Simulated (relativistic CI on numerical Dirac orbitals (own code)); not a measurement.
Cs¹⁶⁺: sensitivity of the levels to the model

Base calculation: Dirac-Coulomb-Breit CI, KLI orbitals optimised for each configuration, a model potential for QED, unscaled Slater integrals.

Configuration list (outside the closed core [Ar] 3d10): 4s²4p⁶4d³, 4s²4p⁵4d⁴, 4s²4p⁶4d²4f, 4s4p⁶4d⁴, 4s²4p⁵4d³4f, 4s²4p⁶4d²5s, 4s²4p⁶4d²5p, 4s4p⁶4d³4f, 4s²4p⁶4d4f5s, 4s²4p⁶4d²5d, 4s²4p⁶4d5s5p, 4s²4p⁵4d³5s, 4s²4p⁶4d²5f, 4s²4p⁶4d²6s, 4s²4p⁵4d³5p, 4s²4p⁶4d²6p, 4s²4p⁶4d²5g, 4s²4p⁶4d²6d, 4s²4p⁶4d²6f, 4s²4p⁶4d²7s, 4s²4p⁶4d4f², 4s²4p⁶4f³, 4s²4p⁵4d4f³, 4s²4p⁶4f²5s, 4s²4p⁶4f²5p, 4s²4p⁶4d5s², 4s²4p⁶4f5s², 4s²4p⁵4d4f5s², 4s²4p⁶5s²5p, 4s²4p⁶4d5p², 4s²4p⁶4f5p², 4s²4p⁵4d4f5p², 4s²4p⁶5s5p², 4s²4p⁶5p³. Double excitations out of closed p, d and f shells are left out; levels of such configurations are missing from the list, as are those of other unlisted configurations, and high levels can miss mixing partners. These lack a partner that the ground configuration has and come out too high: 4s4p⁶4d³4f, 4s²4p⁶4d²5d, 4s²4p⁵4d³5s, 4s²4p⁶4d²5f, 4s²4p⁶4d²6s.

Variants: (1) only the first configuration; (2) non-relativistic limit. Shifts of the energy above 4s²4p⁶4d³ ⁴F3/2, in cm⁻¹, for the lowest level and the first level of each name with at least 55 % of one term (blank where a level changes its place among those of its configuration and J or its character, or is not in the variant):

| Level | Base | Δ(1) | Δ(2) |
| --- | --- | --- | --- |
| 4s²4p⁶4d³ ⁴F3/2 | 0.0 | 0.0 | 0.0 |
| 4s²4p⁶4d³ ⁴F5/2 | 12821.9 | +13.9 | -12821.9 |
| 4s²4p⁶4d³ ⁴F7/2 | 23503.0 | +169.3 | -23503.0 |
| 4s²4p⁶4d³ ⁴F9/2 | 30787.3 | +494.6 | -30787.3 |
| 4s²4p⁶4d³ ⁴P1/2 | 36961.8 | +1967.2 | -12885.1 |
| 4s²4p⁶4d³ ²G7/2 | 49577.9 | +1166.2 | -21024.5 |
| 4s²4p⁶4d³ ²H9/2 | 51188.2 | +1042.8 |  |
| 4s²4p⁶4d³ ⁴P5/2 | 52810.8 | +2261.6 | -28734.1 |
| 4s²4p⁶4d³ ²P1/2 | 65764.8 | +726.6 | -27067.3 |
| 4s²4p⁶4d³ ²H11/2 | 68892.2 | +1570.8 | -31558.1 |
| 4s²4p⁶4d³ ²D5/2 | 75173.9 | +2500.7 | -34022.4 |
| 4s²4p⁶4d³ ²G9/2 | 79204.5 | +1257.9 |  |
| 4s²4p⁶4d³ ²F5/2 | 87742.8 | +3640.7 | -26035.8 |
| 4s²4p⁶4d³ ²F7/2 | 88823.6 | +3667.5 | -27116.6 |

At this charge energies of transitions that change n are usually good to better than 1 %, and those within a shell (Δn = 0) to a few per cent. Terms inside the open d or f shell come out 10 to 20 % too wide with unscaled integrals.

Ionisation energy from the two ground configurations alone: base 412.947 eV. The NIST ASD value (theoretical) is 413 eV.

LS names give the leading component of a level, which can be under half, so a name can repeat, a term be missing and a line seem to break the LS rules.
